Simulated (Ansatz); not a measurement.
Compare A (`C[SiH]1C=N1`) with its isomer B (`[SiH3]C1=CN1`).

Computed with Ansatz on PBE0-D4/def2-TZVP structures; ΔE is electronic, products minus reactants. CCSD(T)/CBS adds triple-zeta CCSD(T) − MP2 to the extrapolated MP2 energy (def2 sets, frozen cores). DFT in def2-TZVPP.

**Question.** Which is lower in electronic energy at CCSD(T)/CBS, and by how much? (Best estimate.)

**Answer.** Ansatz gave: A, by 53.4 kcal/mol.

**Question.** Give E(B) − E(A) in kcal/mol with HF/def2-TZVPP, ωB97M-V, BLYP-D4, CCSD/def2-TZVPP, r2SCAN-D4, PBE0-D4, PBE-D4. (Estimate.)

**Answer.** The calculation gave: HF/def2-TZVPP 54.5, ωB97M-V 55.1, BLYP-D4 51.4, CCSD/def2-TZVPP 53.8, r2SCAN-D4 54.9, PBE0-D4 53.9, PBE-D4 52.3. None reverses the order clearly.

**Question.** Does the order hold for the free energy at 298.15 K (harmonic terms from PBE0-D4)? (Estimate.)

**Answer.** Computed: Yes: G(B) − G(A) = +50.3 kcal/mol.

Largest T1 diagnostic: 0.014.

From BLYP to BHLYP (50 % exact exchange), in def2-TZVPP and without D4, E(B) − E(A) moves by +3.2 kcal/mol. Leaving LDA and LC-ωPBE aside and taking each functional with its dispersion term where it has one, the values, not all of them listed here, spread over 4.2 kcal/mol, from BLYP-D4 to r2SCAN0-D4.
